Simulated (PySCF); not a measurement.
# Co: interval between two levels

Co [Ar] 3d7 4s2 [4F9/2, M_J = 9/2] → Co [Ar] 3d7 4s1 4p1 [6G13/2, M_J = 13/2], as a difference of total energies. Computed with PySCF 2.14 in x2c-TZVPall-2c with one added diffuse shell each of s, p, d type (7s8p5d1f, 63 functions), with the two-component X2C-1e Hamiltonian. Correlated levels: [Ne] frozen; the 6 highest virtual spinors dropped. "Screened" scales the spin-orbit matrix elements by Boettger's factors to mimic the two-electron term; Breit and QED terms are absent.

```tsv
method	interval between two levels (cm⁻¹)
GHF (spin-free)	15309
GMP2 (spin-free)	22184
GHF (screened spin-orbit)	15432
GMP2 (screened spin-orbit)	22327
```

The labels give the starting determinants; with spin-orbit coupling the two ends relaxed to ⟨J²⟩ = 24.76, ⟨L²⟩ = 12.02, ⟨S²⟩ = 3.76 and ⟨J²⟩ = 48.76, ⟨L²⟩ = 20.03, ⟨S²⟩ = 8.74.
